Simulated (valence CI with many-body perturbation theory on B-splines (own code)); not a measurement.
**Hyperfine factors and g values of Pd¹⁴⁺**

Calculated by relativistic CI+MBPT: four valence electrons over a frozen Dirac-Fock core [Ar] 3d10, radial functions for each j: 11 s, 11 p, 9 d, 7 f, 5 g, 2 h, 1 i, with the one-electron correlation potential Σ1 (screened to all orders), the two-electron term Σ2, the three-electron term Σ3, Breit, model QED; selected single and double excitations, second order for the rest (own B-spline code, finite nucleus).

No measured spectrum was set against this ion. As an estimate, levels hold to about 250 cm⁻¹ or 0.2 % of their energy and the worst to 1 %, as in measured heavy ions of charge 2 to 7; those with d or f electrons hold less well.

A/g_I is the dipole constant over the nuclear g factor μ/I (μ in nuclear magnetons, uniformly magnetised nucleus), B/Q the quadrupole constant per barn. Both hold the static response of the core; the bare values leave it out. Large factors of s and p1/2 electrons are usually good to 5 to 10 %; those of open d and f shells near neutrality can be off by tens of per cent, and small factors of p3/2, d and f electrons come from cancelling terms and can be off by a factor of two or in sign, in half-filled shells by more. B is blank for J = 1/2, where it vanishes, and for nearly pure S terms. Energies count from the lowest level. Levels with J = 0 are left out.

Names give the largest LS component (configuration and term), which can be under half, so a name can repeat, a term be missing and a line seem to break the LS rules; names also repeat where a configuration has a term twice.

| Level | E (cm⁻¹) | g | A/g_I (MHz) | A/g_I bare | B/Q (MHz/b) | B/Q bare |
| --- | --- | --- | --- | --- | --- | --- |
| 4s²4p² ³P_1 | 36871 | 1.500 | -1290 | -1360 | 6190 | 5770 |
| 4s²4p² ³P_2 | 50051 | 1.286 | 13700 | 12900 | 2840 | 2650 |
| 4s²4p² ¹D_2 | 98334 | 1.213 | 7740 | 7260 | 9450 | 8820 |
| 4s4p³ ⁵S°_2 | 286380 | 1.930 | 35200 | 33200 | 1460 | 1350 |
| 4s4p³ ³D°_1 | 344200 | 0.717 | -19400 | -18200 | 10200 | 9550 |
| 4s4p³ ³D°_2 | 349360 | 1.280 | 24800 | 23400 | 15200 | 14200 |
| 4s4p³ ³D°_3 | 363920 | 1.333 | 32200 | 30400 | -878 | -801 |
| 4s4p³ ³P°_1 | 400450 | 1.340 | 37400 | 35300 | -10700 | -10000 |
| 4s4p³ ³P°_2 | 405810 | 1.305 | 16100 | 15100 | -13900 | -13000 |
| 4s4p³ ¹D°_2 | 448440 | 1.147 | 24700 | 23300 | -4710 | -4430 |
| 4s4p³ ³S°_1 | 451470 | 1.608 | -3170 | -3040 | 400 | 373 |
| 4s4p³ ¹P°_1 | 506350 | 1.331 | -13300 | -12600 | -210 | -181 |
| 4s²4p4d ³F°_2 | 514980 | 0.699 | 11000 | 10500 | 7350 | 6800 |
| 4s²4p4d ³F°_3 | 535000 | 1.092 | 6760 | 6420 | 7270 | 6720 |
| 4s²4p4d ³P°_2 | 559020 | 1.251 | -830 | -712 | 275 | 206 |
| 4s²4p4d ³F°_4 | 568190 | 1.250 | 3200 | 3020 | 14900 | 13800 |
| 4s²4p4d ³D°_1 | 569750 | 0.858 | -7170 | -6670 | 1570 | 1450 |
| 4s²4p4d ¹D°_2 | 594360 | 1.092 | 2210 | 2050 | -1460 | -1400 |
| 4s²4p4d ³P°_1 | 607210 | 1.167 | 4200 | 4020 | -6240 | -5800 |
| 4s²4p4d ³D°_3 | 608810 | 1.292 | 5230 | 4940 | -4210 | -3940 |
| 4s²4p4d ³D°_2 | 613130 | 1.293 | 5320 | 5070 | -8370 | -7800 |
| 4s²4p4d ¹F°_3 | 651100 | 1.031 | 4410 | 4190 | 12500 | 11600 |
| 4s²4p4d ¹P°_1 | 660370 | 0.974 | -2040 | -1820 | 1880 | 1730 |
| 4p⁴ ³P_2 | 689900 | 1.374 | 7330 | 6970 | 1620 | 1510 |
| 4p⁴ ³P_1 | 733660 | 1.493 | 1040 | 1060 | -4710 | -4400 |
| 4p⁴ ¹D_2 | 742140 | 1.123 | 14200 | 13400 | -14900 | -13900 |
| 4s4p²4d ⁵F_1 | 758120 | 0.136 | -25900 | -24300 | 145 | 106 |
| 4s4p²4d ⁵F_2 | 763930 | 1.095 | 8930 | 8500 | 3940 | 3630 |
| 4s4p²4d ⁵F_3 | 774740 | 1.321 | 14400 | 13600 | 6550 | 6040 |
| 4s4p²4d ⁵F_4 | 793000 | 1.371 | 14900 | 14100 | 7300 | 6720 |
| 4s4p²4d ⁵D_1 | 794780 | 1.402 | 20100 | 19000 | -6980 | -6470 |
| 4s4p²4d ⁵D_2 | 796570 | 1.341 | 17700 | 16800 | -8300 | -7710 |
| 4s4p²4d ⁵D_3 | 799700 | 1.356 | 20600 | 19400 | -7800 | -7270 |
| 4s4p²4d ⁵D_4 | 809200 | 1.397 | 21100 | 19900 | 2120 | 1950 |

Q: Take the isotope of mass number 105, with I = 5/2, μ = -0.642 μN and Q = 0.66 b. What is the hyperfine structure of 4s4p³ ³D°_1?

A: From the table A = 4980 MHz, B = 6750 MHz. Shifts from the centre of gravity in MHz: F = 3/2: -12700, F = 5/2: -10400, F = 7/2: 14100.
